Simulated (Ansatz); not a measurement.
Strength of the C–C bond: C9H20 → C5H11 + C4H9

Gas-phase species: C9H20 (2,2,3,3-tetramethylpentane) `CCC(C)(C)C(C)(C)C`, singlet; C5H11 (2-methylbut-2-yl radical) `CC[C](C)C`, doublet; C4H9 (tert-butyl radical) `C[C](C)C`, doublet. The bond broken is the one whose loss leaves C5H11 `CC[C](C)C`, relaxed to its own shape; its unpaired electron may spread away from that site.

Shapes, held fixed at every level: PBE0-D4/def2-TZVP. Flexible molecules stand in one conformer, not always the lowest. Programs: Ansatz 0.2.0. Electronic energies: no zero-point or thermal term.

```
               level                    kind  ΔE (kJ/mol)  less CCSD(T)/CBS estimate
   PBE-D4/def2-TZVPP                     GGA       +301.8                      -49.7
 B3LYP-D4/def2-TZVPP           global hybrid       +292.8                      -58.7
  wB97M-V/def2-TZVPP  range-separated hybrid       +340.0                      -11.5
  wB97X-V/def2-TZVPP  range-separated hybrid       +332.2                      -19.3
   B2PLYP/def2-TZVPP           double hybrid       +296.0                      -55.5
    CCSD(T)/def2-SVP   coupled cluster or CI       +341.0                      -10.5
     CCSD/def2-TZVPP   coupled cluster or CI       +327.8                      -23.7
CCSD(T)/CBS estimate   coupled cluster or CI       +351.5                        0.0
```

The highest level, CCSD(T)/CBS estimate, gives ΔE = +351.5 kJ/mol; the levels span +292.8 to +351.5. The column of differences is taken from that level and isn't an error. No measured value is set beside it here. Open shells run unrestricted. The CBS estimate extrapolates MP2 from def2-TZVPP and def2-QZVPP and adds CCSD(T) − MP2 in the triple-zeta set, cores frozen. CCSD(T)/CBS estimate lies outside the range of the other correlated levels here, so it shouldn't be taken on trust.
